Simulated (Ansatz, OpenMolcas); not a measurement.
# From Ansatz to OpenMolcas

Ansatz 0.2.0 runs this on doublet [GeH4]+:

molecule.yaml:
```yaml
crystal:
  periodic: [false, false, false]
  atoms:
    - {symbol: Ge, position_ang: [0.000100, 0.000100, -0.000000]}
    - {symbol: H, position_ang: [1.148100, -0.756300, 0.680600]}
    - {symbol: H, position_ang: [-1.238800, -0.030000, 0.904200]}
    - {symbol: H, position_ang: [-0.329200, -0.669100, -1.340600]}
    - {symbol: H, position_ang: [0.419800, 1.455400, -0.244100]}
basis:
  gaussian: {orbitals: def2-TZVP}
total_charge: 1
hamiltonian: {xc: {name: r2SCAN}}
output: {orbitals: {seedname: orbitals}}
magnetization: {spin_polarized: true, initial_magnetization: 1}
accuracy: high
```

```bash
$ ansatz run molecule.yaml --threads 1 --pin off --max-ram 3480MiB --events-out events.jsonl --progress --plain --runs-dir runs
```

The shape is that of a PBE0-D4/def2-TZVP optimisation. That shape belongs to the parent species and isn't relaxed for this state.

It gives a total energy of -2078.929296 Eh.

Translate the job to OpenMolcas 26.06 as an input file of the program's own.

This input was run:

test.inp:
```
&GATEWAY
  BasLib=$CurrDir
  Coord
  5
  angstrom
  Ge       0.000100       0.000100       0.000000
  H        1.148100      -0.756300       0.680600
  H       -1.238800      -0.030000       0.904200
  H       -0.329200      -0.669100      -1.340600
  H        0.419800       1.455400      -0.244100
  Basis=def2-TZVP
  Group=NoSym

&SEWARD
  GridInput
  Grid=UltraFine
  End of Grid

&SCF
  UHF
  Charge=1
  Spin=2
  KSDFT=2
  1.0 MGGA_X_R2SCAN
  1.0 MGGA_C_R2SCAN
  Thresholds=1e-10 1e-07 1e-07 1e-05
  PrOrbitals=1 1
```

```bash
$ export MOLCAS_MEM=1860
$ pymolcas test.inp > test.log
```

(Basis files named in the input come from the Basis Set Exchange and aren't shown.)

Its energy is -2078.929166 Eh, 0.130 mEh from the first; the programs' integration grids differ.
